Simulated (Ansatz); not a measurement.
`[NH2][In]([Cl])[Cl]`. Charge 0, multiplicity 1. Correlated methods include outer-core shells of In, which these sets cover unevenly. In: def2 effective core potential.

```json
{"atom": "N1", "x (Å)": "-1.176", "y (Å)": "0.245", "z (Å)": "-0.373"}
{"atom": "In2", "x (Å)": "0.643", "y (Å)": "-0.257", "z (Å)": "0.290"}
{"atom": "Cl3", "x (Å)": "1.415", "y (Å)": "0.463", "z (Å)": "2.342"}
{"atom": "Cl4", "x (Å)": "1.967", "y (Å)": "-1.761", "z (Å)": "-0.856"}
{"atom": "H5", "x (Å)": "-1.309", "y (Å)": "0.188", "z (Å)": "-1.373"}
{"atom": "H6", "x (Å)": "-1.541", "y (Å)": "1.122", "z (Å)": "-0.030"}
```

**Question.** Give the diagnostics of a CCSD(T)/def2-TZVPP run (frozen core, the Gaussian-basis code of Ansatz). (Best estimate.)

**Answer.** Ansatz gave: T1 = 0.0133, largest single amplitude 0.028, largest double 0.029, (T) share of the correlation energy 3.8 %, 10 CCSD cycles. The RHF solution is stable towards an unrestricted one. T1 lies under the customary mark of 0.02 for closed shells.
